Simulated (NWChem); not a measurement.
# CF$_{2}$ cation, doublet

```xyz
3

F      1.0870     0.0000    -0.1452
C      0.0000     0.0000     0.4273
F     -1.0870     0.0000    -0.1452
```
Atoms are numbered in this order, from 1.

All runs: NWChem. Spin-unrestricted. In the optimisation the excess spin sits in a1 (C2v, its own frame). Coordinates come from a B3LYP/6-31G* (spherical d), spin-unrestricted optimisation. No stability test was run on the SCF state. B3LYP is NWChem's, with the RPA form of VWN correlation. Principal shifts from the free-electron g value, in parts per thousand; spin-orbit coupling by linear response on scalar ZORA.

For level PBE/x2c-SVPall, ZORA:

```
Property            Result
------------------  ------
Δg1 (ppt)            -8.18
Δg3 (ppt)             2.21
isotropic Δg (ppt)   -2.33
```

Q: Estimate the same quantities for level B3LYP/x2c-SVPall, ZORA.

A: The Δg1 (ppt) comes out as -8.00 and the Δg3 (ppt) comes out as 2.31. The isotropic Δg (ppt) comes out as -2.22.
